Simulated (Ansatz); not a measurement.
`COC[SiH2]O` + `CCCOC` → `CC[SiH2]O` + `COCCOC`  (formal exchange of groups at the Si–C bond)

Isolated molecules relaxed with PBE0-D4/def2-TZVP in Ansatz; ΔE leaves out vibrations. CCSD(T)/CBS is the MP2 limit (def2-TZVPP, def2-QZVPP) plus CCSD(T) − MP2 in def2-TZVPP, frozen cores. Functionals use def2-TZVPP. One conformer a species, not always the lowest.

`COC[SiH2]O`:

```xyz
13

C     0.716    1.579   -0.418
O    -0.253    1.129    0.491
C    -1.059    0.082   -0.036
Si   -0.142   -1.578    0.063
O     0.690   -1.555    1.484
H     1.412    0.781   -0.713
H     0.251    1.980   -1.329
H     1.279    2.373    0.072
H    -1.946    0.030    0.602
H    -1.409    0.327   -1.049
H     0.789   -1.773   -1.083
H    -1.111   -2.704    0.066
H     0.782   -0.670    1.850
```

`CCCOC`:

Cartesian coordinates in Å:
```
C 0.866 -2.114 0.267
C 0.978 -0.609 0.434
C -0.233 0.115 -0.105
O -0.068 1.497 0.077
C -1.158 2.232 -0.401
H -0.007 -2.509 0.795
H 1.748 -2.621 0.661
H 0.768 -2.391 -0.787
H 1.097 -0.350 1.490
H 1.867 -0.233 -0.083
H -0.367 -0.113 -1.176
H -1.144 -0.230 0.412
H -0.950 3.287 -0.222
H -1.308 2.078 -1.479
H -2.088 1.960 0.118
```

`CC[SiH2]O`:

```xyz
12

C    -0.250    0.194   -1.473
C    -0.091    0.900   -0.129
Si   -0.009   -0.270    1.325
O     1.263   -1.321    1.215
H    -1.153   -0.422   -1.498
H     0.601   -0.461   -1.680
H    -0.318    0.905   -2.300
H     0.812    1.519   -0.126
H    -0.930    1.585    0.046
H    -1.290   -1.034    1.398
H     0.201    0.480    2.589
H     1.165   -2.074    0.633
```

`COCCOC`:

```xyz
16

C    -0.056   -1.602   -1.601
O    -0.209   -1.932   -0.242
C     0.585   -1.179    0.635
C     0.003    0.162    1.013
O     0.127    1.069   -0.053
C    -0.428    2.319    0.245
H    -0.422   -0.596   -1.825
H     0.998   -1.663   -1.906
H    -0.630   -2.334   -2.171
H     0.679   -1.773    1.550
H     1.594   -1.033    0.221
H     0.536    0.544    1.899
H    -1.055    0.034    1.289
H     0.065    2.782    1.112
H    -1.503    2.243    0.460
H    -0.286    2.960   -0.625
```

```json
{"level": "revPBE-D4", "ΔE (kJ/mol)": "-12.8"}
{"level": "SCS-MP2/def2-TZVPP", "ΔE (kJ/mol)": "-16.3"}
```

Question: What does CCSD(T)/CBS give? (Estimate.)

Answer: Ansatz gave: -15.0 kJ/mol. The listed levels differ from it by 2.2, -1.3 kJ/mol.

Largest T1 diagnostic among the species: 0.011.

Leaving LDA and LC-ωPBE aside and taking each functional with its dispersion term where it has one, the values, not all of them listed here, spread over 4.2 kJ/mol, from BHLYP-D4 to revPBE-D4.
